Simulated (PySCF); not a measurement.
SMILES O/C=C\c1cccs1 (C6H6OS), GFN2-xTB optimised geometry.

```
14

O      3.03    -0.81    -0.04
C      2.14    -1.81    -0.01
C      0.80    -1.74     0.00
C     -0.03    -0.57     0.00
C     -1.41    -0.57     0.00
C     -1.97     0.72     0.00
C     -1.04     1.71     0.00
S      0.56     1.08     0.00
H      2.59     0.05    -0.05
H      2.64    -2.77    -0.01
H      0.26    -2.67     0.02
H     -1.99    -1.47     0.00
H     -3.03     0.91     0.00
H     -1.18     2.77     0.00
```

Density from PySCF with PBE/def2-TZVP at that geometry.

Minimum of the electron density along straight lines between bonded atoms, close to the bond critical point (lines longer than 1.1 times the sum of covalent radii, or with two minima, are not listed):

```tsv
bond	length / Å	ρ at the minimum / e bohr⁻³	∇²ρ there / e bohr⁻⁵	position (fraction from the first atom)
O1–C2	1.343	0.301	-0.51	0.66
C2–C3	1.340	0.343	-1.01	0.52
C3–C4	1.437	0.284	(withheld)	0.49
C4–C5	1.371	0.324	-0.92	0.52
C5–C6	1.409	0.302	(withheld)	0.50
C6–C7	1.356	0.331	-0.95	0.49
C4–S8	1.748	0.203	(withheld)	0.47
C7–S8	1.720	0.212	-0.41	0.47
O1–H9	0.967	0.356	-2.39	0.80
C2–H10	1.081	0.291	-1.05	0.65
C3–H11	1.080	0.282	-0.97	0.64
C5–H12	1.075	0.286	-1.00	0.64
C6–H13	1.075	0.286	-1.01	0.65
C7–H14	1.071	0.288	-1.02	0.65
```

Q: Complete the blanks.

A: 
- C3–C4, ∇²ρ there / e bohr⁻⁵: -0.76
- C5–C6, ∇²ρ there / e bohr⁻⁵: -0.83
- C4–S8, ∇²ρ there / e bohr⁻⁵: -0.37
